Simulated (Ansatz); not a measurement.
Reaction (ligand exchange at a Zn–N bond): `[NH2][ZnH]` + `BS` → `B[S][ZnH]` + NH₃

Program: Ansatz. Geometries: PBE0-D4/def2-TZVP. ΔE: electronic, gas phase. CBS: MP2 limit from def2 TZ/QZ plus the TZ coupled-cluster correction, frozen cores. This one scheme is used for every species. DFT in def2-TZVPP. HSE06 is defined as in plane-wave codes. For Zn outer-core shells are correlated without core-valence functions, which leaves a few kJ/mol of doubt a bond. Scalar relativity is left out up to krypton.

```
           level  ΔE (kcal/mol)  difference from CCSD(T)/CBS
        HSE06-D4          -19.0                         -0.8
        BHLYP-D4          -18.5                         -0.3
         ωB97M-V          -17.8                          0.4
         r2SCANh          -18.4                         -0.2
         LC-ωPBE          -16.6                          1.6
CCSD(T)/def2-SVP          -19.8                         -1.6
   HF/def2-TZVPP          -19.2                         -1.0
  MP2/def2-TZVPP          -17.3                          0.9
 CCSD/def2-TZVPP          -17.3                          0.9
  MP2/def2-QZVPP          -17.7                          0.5
     CCSD(T)/CBS          -18.2                            0
```

Task: What do rigid-rotor, harmonic-oscillator terms from PBE0-D4/def2-TZVP frequencies (298.15 K, 1 bar) make of the CCSD(T)/CBS value? (An estimate is asked.)

Result: Computed: ΔZPE = +1.5 kcal/mol, ΔH = -16.3 kcal/mol, ΔS = -7 J/(mol·K), ΔG = -15.8 kcal/mol.

Largest T1 diagnostic among the species: 0.017.

From PBE to PBE0 (25 % exact exchange), in def2-TZVPP and without D4, ΔE moves by −1.5 kcal/mol. Leaving LDA and LC-ωPBE aside and taking each functional with its dispersion term where it has one, the values, not all of them listed here, spread over 3.5 kcal/mol, from r2SCAN0-D4 to BLYP-D4. LDA lies +0.8 kcal/mol from PBE without D4. At CCSD(T), def2-SVP lies −1.6 kcal/mol from the extrapolated value and def2-TZVPP +0.9 kcal/mol.
